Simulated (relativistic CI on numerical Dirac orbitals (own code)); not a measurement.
One change at a time: Nb2+

Base calculation: Dirac-Coulomb-Breit CI, KLI orbitals optimised for each configuration, model QED, valence Slater integrals scaled by 0.85, P86 correlation energy added to each configuration.

CI space (outside the closed core [Kr]): 4d³, 4d²5s, 4d²5p, 4d5s², 4d²4f, 4d5s5p, 4d²5d, 4d²6s, 4d²6p, 4d4f², 4d²6d, 4d5p², 4d²5f, 4d²5g, 4d5s6s, 4d²6f. Levels of other configurations are missing.

Variants: (1) no correlation estimate; (2) valence Slater integrals scaled by 0.75; (3) non-relativistic limit; (4) only the first 3 configurations. Shifts of the energy above 4d³ ⁴F3/2, in cm⁻¹, for the lowest level and the first level of each name with at least 55 % of one term (blank where a level changes its place among those of its configuration and J or its character, or is not in the variant):

```
     Level     Base    Δ(1)     Δ(2)     Δ(3)    Δ(4)  Measured
 4d³ ⁴F3/2      0.0     0.0      0.0      0.0     0.0       0.0
 4d³ ⁴F5/2    446.1     0.0     +2.8   -446.1    +2.5     515.8
 4d³ ⁴F7/2   1028.5    -0.1     +0.9  -1028.5    +6.8    1176.6
 4d³ ⁴F9/2   1716.3    -0.4     -8.8  -1716.3   +12.9    1939.0
 4d³ ⁴P3/2   9344.1   -31.9  -1029.5   -321.6   +65.8    8607.5
 4d³ ⁴P1/2   9345.3   -17.6  -1015.4   -322.8   +60.2    8664.3
 4d³ ²G7/2   9910.5   -28.1  -1042.2   -440.8   -79.8    9236.1
 4d³ ⁴P5/2  10156.2    -3.6  -1019.8  -1133.7   +70.9    9593.7
 4d³ ²G9/2  10435.5   -26.0  -1069.5   -965.8   -87.2    9804.5
 4d³ ²P1/2  11382.8  -168.6  -1051.8   -136.8   +38.4          
 4d³ ²P3/2  11635.4  -139.8  -1109.0   -389.4   +96.9          
 4d³ ²H9/2  13572.5    +3.3  -1440.0   -787.4  -155.8   12916.4
 4d³ ²D3/2  13718.6  -138.8  -1275.3   -631.6  +310.0          
4d³ ²H11/2  13917.8    +6.5  -1476.5  -1132.6  -165.2   13263.8
```

Correlation outside the listed configurations is missing or only estimated: errors of thousands of cm⁻¹ between configurations and terms are usual at this charge. Rates and lifetimes follow the computed energies and can be off by large factors. The fine structure of a lone outer electron comes out too small, for d and f at times inverted, and misplaced configurations move strength between like terms. 22 of the 24 excited levels that our extract of the measured tables holds in this range could be paired (the sources list more); they are missed by 1723 cm⁻¹ on average and 3527 at most, and levels without a partner can miss by more. Some levels of the ground configuration have no partner and can miss by 10 % or more.

Measured levels: measured levels as listed in Shadmi, J. Res. Natl. Bur. Stand. 70A, 435 (1966).

Ionisation energy from the two ground configurations alone: base 25.19 eV; no correlation estimate 24.06 eV; valence Slater integrals scaled by 0.75 25.11 eV. The NIST ASD value (semi-empirical) is 25.04 eV.
